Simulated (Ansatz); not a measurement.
Isolated molecules relaxed with PBE0-D4/def2-TZVP in Ansatz; ΔE leaves out vibrations. CCSD(T)/CBS is the MP2 limit (def2-TZVPP, def2-QZVPP) plus CCSD(T) − MP2 in def2-TZVPP, frozen cores. DFT in def2-TZVPP. B3LYP here is the variant with VWN-RPA as its local correlation; programs differ in this. For Ga outer-core shells are correlated without core-valence functions, which leaves a few kJ/mol of doubt a bond. Scalar relativity is left out up to krypton. Each species was taken in one conformer, which may not be the lowest.

Consider the cleavage of the B–Ga bond: `[NH2][GaH][BH][SiH3]` + `CN[SiH3]` → `CN([SiH3])B[SiH3]` + `[NH2][GaH2]`.

`[NH2][GaH][BH][SiH3]`:

Z-matrix (Å, degrees):
```
Si
B 1 2.003
H 1 1.489 2 114.2
H 1 1.498 2 103.0 3 -115.9
H 1 1.489 2 115.6 3 126.7
Ga 2 2.073 1 123.2 3 26.3
H 2 1.199 1 117.0 3 -156.7
N 6 1.819 2 120.4 1 81.1
H 6 1.571 2 125.9 1 -97.0
H 8 1.006 6 123.3 2 179.4
H 8 1.005 6 124.9 2 2.4
```

`CN[SiH3]`:

Z-matrix (Å, degrees):
```
C
N 1 1.447
H 1 1.093 2 109.5
H 1 1.094 2 110.9 3 -117.8
H 1 1.098 2 113.8 3 120.2
Si 2 1.716 1 123.0 3 -36.9
H 2 1.007 1 113.6 3 170.5
H 6 1.486 2 107.4 1 175.3
H 6 1.488 2 108.6 1 55.3
H 6 1.496 2 115.3 1 -64.3
```

`CN([SiH3])B[SiH3]`:

```xyz
15

C    -0.751   -1.981    0.190
N    -0.270   -0.605    0.092
Si   -1.161    0.550    1.065
B     0.815   -0.269   -0.722
Si    1.569    1.602   -0.939
H    -1.791   -2.058   -0.143
H    -0.701   -2.342    1.222
H    -0.137   -2.629   -0.435
H    -0.583    1.899    0.873
H    -2.591    0.532    0.657
H    -1.082    0.148    2.494
H     1.331   -1.169   -1.332
H     0.567    2.563   -1.487
H     2.723    1.583   -1.882
H     2.061    2.175    0.348
```

`[NH2][GaH2]`:

Cartesian coordinates in Å:
```
N -0.418 -0.234 0.824
Ga 0.377 0.211 -0.744
H -1.388 -0.484 0.912
H 0.058 -0.260 1.709
H -0.525 0.196 -2.018
H 1.895 0.570 -0.684
```

```csv
level,ΔE (kJ/mol),difference from CCSD(T)/CBS
r2SCAN-D4,-152.3,-2.3
B3LYP-D4,-154.1,-4.1
ωB97X-V,-151.7,-1.7
ωB97M-V,-157.0,-7.0
B3LYP,-145.7,4.3
MP2/def2-TZVPP,-161.0,-11.0
HF/def2-QZVPP,-140.0,10.0
SCS-MP2/def2-QZVPP,-155.0,-5.0
HF/CBS(def2),-140.1,9.9
CCSD/CBS(def2),-145.3,4.7
CCSD(T)/CBS,-150.0,0
```

Largest T1 diagnostic among the species: 0.015.

In def2-TZVPP, CCSD(T) changes the Hartree–Fock value by −15.7 kJ/mol (the triples alone add −4.8 kJ/mol) and MP2 by −21.9 kJ/mol. The D4 term adds −8.4 kJ/mol with B3LYP and −4.5 kJ/mol with PBE0; it sums over pairs of atoms, weighted by their polarisabilities, and B3LYP, whose exchange is more repulsive, gets the larger term.
